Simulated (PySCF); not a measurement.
HgI2, SMILES [I][Hg][I].

Geometry optimised at PBE-D3(BJ)/def2-SVP. The isomer is the one that the SMILES or the coordinates give; other isomers of the formula were not compared. The def2 effective core potentials stand for the cores of Hg, I; spin–orbit coupling is left out.

Two levels are set side by side: PBE/def2-TZVPD (PySCF) and HF/def2-TZVPD (PySCF). Same geometry, gas phase. Differences are taken from unrounded values.

| quantity | HF |
|---|---|
| orbital gap (eV) | 10.36 |
| highest occupied level (eV) | -10.14 |
| lowest empty level (eV) | 0.22 |
| mean polarisability (bohr³) | 108.5 |

Question: What does PBE give, and how far is it from HF? (An estimate is asked for; the answer gives what the named calculation found.)

Answer: 
| quantity | PBE | PBE minus HF |
|---|---|---|
| orbital gap (eV) | 2.91 | -7.45 |
| highest occupied level (eV) | -6.62 | 3.51 |
| lowest empty level (eV) | -3.71 | -3.94 |
| mean polarisability (bohr³) | 120.8 | 12.3 |

PBE's occupied levels lie high since its potential decays too fast outside the molecule; exact exchange lowers them and widens the gap. Loosely held outer electrons make PBE densities more polarisable. Differences between two approximate levels are no errors against the true value.

Rough cost on one machine, each run with all the roots and properties that it gave: HF against PBE within a factor of 2.
